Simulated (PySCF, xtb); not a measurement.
Te(OMe)(GeH3) (CH6GeOTe), SMILES CO[Te][GeH3].

GFN2-xTB (xtb 6.7.1) at its own geometry gives an orbital gap of 3.13 eV and a dipole moment of 1.48 D.

Coordinates come from a PBE-D3(BJ)/def2-SVP optimisation. The structure was generated by enumeration, and PubChem lists no compound with its InChIKey, so it may never have been made. The def2 effective core potentials stand for the cores of Te; spin–orbit coupling is left out. Other conformers were not sampled.

**Question.** What does PySCF with M06-2X/def2-TZVP give? (The exact figures need the calculation; the answer reports its results.)

**Answer.** gap 6.39 eV (levels -7.53 and -1.14 eV), dipole 1.72 D.
